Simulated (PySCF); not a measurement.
## How methods differ on the ionisation energy of Tc⁺

Tc⁺ [Kr] 4d5 5s1 (7S) → Tc²⁺ [Kr] 4d5 (6S), as a difference of total energies. Computed with PySCF 2.14 in cc-pVDZ-PP with ECP28MDF, with scalar relativity through the core potential. Correlated levels: valence: 4s2 4p6 frozen. The calculations carry no spin-orbit coupling.

| method | ionisation energy (eV) | difference from reference (eV) |
| --- | --- | --- |
| UHF | 14.204 | -1.056 |
| r2SCAN | 15.579 | +0.319 |
| PBE | 15.621 | +0.361 |
| MP2 (valence) | 14.654 | -0.606 |
| SCS-MP2 (valence) | 14.354 | -0.906 |

Reference: 15.26 eV (semi-empirical (NIST evaluation); NIST Atomic Spectra Database, ionization energies).

Errors of the correlated levels include the incompleteness of this basis and the frozen core.
